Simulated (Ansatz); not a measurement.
B, charge +1, singlet. Base run: Ansatz (a first-principles code) with HF/def2-SV(P).

The Ansatz input:
Ansatz 0.2 input:
```yaml
crystal:
  periodic: [false, false, false]
  atoms:
    - {symbol: B, position_ang: [0.00000000, 0.00000000, 0.00000000]}
basis:
  gaussian:
    orbitals: def2-SV_P_.json
hamiltonian:
  xc: hf
total_charge: 1
```
The basis file holds def2-SV(P) in the JSON format of the Basis Set Exchange.

Each row names what was changed in the base input (with any setting that the change needs).

```tsv
change	ΔE vs base (mEh)
base	0.000
lower_state_search = full	0.000
fitting.mean_field = cc-pVTZ-JKFIT	-0.001
point_charge = charge:-1.0 position_ang:0.5039, 1.379, 2.6162	-182.0
fitting.mean_field = def2-universal-JKFIT	-0.001
nuclear_model = gaussian	0.001
accuracy = high	0.000
lower_state_search = off	0.000
point_charge = charge:1.0 position_ang:-2.5478, -0.6106, 1.4615	170.3
forces = on	0.000
point_charge = charge:0.5 position_ang:-0.2954, -2.5401, -1.5686	86.720
```
